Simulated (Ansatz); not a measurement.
Cost and result for the atomization energy of `[NH2][GeH2][CH]=O` (9 atoms, 8 bonds).

```xyz
9

N     0.8716    1.2181   -0.4807
Ge    0.1882   -0.0949    0.6124
C    -1.2643   -0.9979   -0.4371
O    -1.6709   -2.0971   -0.1796
H     1.5898    0.9125   -1.1221
H     1.2056    2.0355    0.0093
H     1.1997   -1.1706    1.0571
H    -0.4241    0.6152    1.8308
H    -1.6957   -0.4208   -1.2902
```

Charge 0, multiplicity 1. Correlated methods include outer-core shells of Ge, which these sets cover unevenly. Scalar relativity is left out up to krypton. All single points use the PBE0-D4/def2-TZVP geometry. It is one conformer, not always the lowest. Program: Ansatz. All runs use 4 threads of an Arm Neoverse V1 on a shared host. Times are those of one run each, without the atoms' runs, and a repeat can differ threefold. Electronic energies, without spin–orbit coupling; frozen cores. CCSD(T)/CBS adds CCSD(T) − MP2 in def2-TZVPP to the MP2 limit, and its time is that of the two runs behind it. T1 = 0.013. With those shells the extrapolation isn't a true limit. B3LYP takes the VWN-RPA correlation (the form of Gaussian; ORCA's B3LYP/G).

CCSD(T)/CBS is a level of theory with its own doubt, some kJ/mol a heavy atom from the limit and from the frozen cores, so smaller differences don't rank the functionals.

| level | functions | wall time |
| --- | --- | --- |
| PBE-D4/def2-TZVPP (with forces) | 211 | 1.9 s |
| PBE0-D4/def2-TZVPP | 211 | 2.2 s |
| B3LYP-D4/def2-TZVPP (with forces) | 211 | 3.2 s |
| r2SCAN-D4/def2-TZVPP (with forces) | 211 | 3.5 s |
| B2PLYP/def2-TZVPP | 211 | 4.1 s |
| ωB97X-V/def2-TZVPP | 211 | 6 s |
| ωB97M-V/def2-TZVPP (with forces) | 211 | 8.5 s |
| MP2/def2-QZVPP | 410 | 16 s |
| CCSD(T)/def2-TZVPP | 211 | 95 s |
| CCSD(T)/CBS(def2) | – | 110 s |

Task: What atomization energy does each give, and how far from CCSD(T)/CBS? (An estimate is asked.)

Result: Ansatz gave: 
```json
{"level": "PBE-D4/def2-TZVPP (with forces)", "atomization (kJ/mol)": "3150.2", "difference from CCSD(T)/CBS": "68.5", "per bond": "8.6"}
{"level": "PBE0-D4/def2-TZVPP", "atomization (kJ/mol)": "3060.4", "difference from CCSD(T)/CBS": "-21.3", "per bond": "-2.7"}
{"level": "B3LYP-D4/def2-TZVPP (with forces)", "atomization (kJ/mol)": "3074.4", "difference from CCSD(T)/CBS": "-7.3", "per bond": "-0.9"}
{"level": "r2SCAN-D4/def2-TZVPP (with forces)", "atomization (kJ/mol)": "3070.8", "difference from CCSD(T)/CBS": "-10.9", "per bond": "-1.4"}
{"level": "B2PLYP/def2-TZVPP", "atomization (kJ/mol)": "3043.5", "difference from CCSD(T)/CBS": "-38.2", "per bond": "-4.8"}
{"level": "ωB97X-V/def2-TZVPP", "atomization (kJ/mol)": "3092.0", "difference from CCSD(T)/CBS": "10.3", "per bond": "1.3"}
{"level": "ωB97M-V/def2-TZVPP (with forces)", "atomization (kJ/mol)": "3074.9", "difference from CCSD(T)/CBS": "-6.8", "per bond": "-0.8"}
{"level": "MP2/def2-QZVPP", "atomization (kJ/mol)": "3091.0", "difference from CCSD(T)/CBS": "9.3", "per bond": "1.2"}
{"level": "CCSD(T)/def2-TZVPP", "atomization (kJ/mol)": "2996.8", "difference from CCSD(T)/CBS": "-84.9", "per bond": "-10.6"}
{"level": "CCSD(T)/CBS(def2)", "atomization (kJ/mol)": "3081.7", "difference from CCSD(T)/CBS": "0.0", "per bond": "0.0"}
```

In def2-TZVPP, CCSD(T) changes the Hartree–Fock value by +942.2 kJ/mol (the triples alone add +57.9 kJ/mol) and MP2 by +986.3 kJ/mol; breaking electron pairs costs correlation energy, which Hartree–Fock lacks. From PBE to PBE0 (25 % exact exchange), in def2-TZVPP and without D4, the atomization energy moves by −87.5 kJ/mol: exact exchange takes away binding that semilocal exchange gives to molecules. The D4 term adds +24.0 kJ/mol with B3LYP and +12.5 kJ/mol with PBE0; it sums over pairs of atoms, weighted by their polarisabilities, and B3LYP, whose exchange is more repulsive, gets the larger term.
